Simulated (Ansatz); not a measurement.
Calculated with Ansatz (gas phase, PBE0-D4/def2-TZVP geometries, no zero-point term in ΔE). CCSD(T)/CBS adds triple-zeta CCSD(T) − MP2 to the extrapolated MP2 energy (def2 sets, frozen cores). Functionals use def2-TZVPP. B3LYP here is the variant with VWN-RPA as its local correlation; programs differ in this. For Ge outer-core shells are correlated without core-valence functions, which leaves a few kJ/mol of doubt a bond. Scalar relativity is left out up to krypton. Each species was taken in one conformer, which may not be the lowest.

`[F][GeH]([F])[O][SiH3]` + CH₃NH₂ → `C[NH][GeH]([F])[F]` + `O[SiH3]`  (ligand exchange at a Ge–O bond)

```
             level  ΔE (kcal/mol)  difference from CCSD(T)/CBS
         revPBE-D4            6.5                         -1.0
         r2SCAN-D4            7.9                          0.4
          B3LYP-D4            8.0                          0.5
           r2SCANh            8.0                          0.5
       HF/def2-SVP           10.5                          3.0
SCS-MP2/def2-TZVPP            8.6                          1.1
   CCSD/def2-TZVPP            8.5                          1.0
CCSD(T)/def2-TZVPP            8.2                          0.7
      HF/CBS(def2)           11.4                          3.9
    CCSD/CBS(def2)            7.8                          0.3
       CCSD(T)/CBS            7.5                            0
```

Largest T1 diagnostic among the species: 0.012.

Leaving LDA and LC-ωPBE aside and taking each functional with its dispersion term where it has one, the values, not all of them listed here, spread over 2.6 kcal/mol, from revPBE-D4 to BHLYP-D4. LDA lies −1.5 kcal/mol from PBE without D4. At CCSD(T), def2-SVP lies +1.7 kcal/mol from the extrapolated value and def2-TZVPP +0.7 kcal/mol.
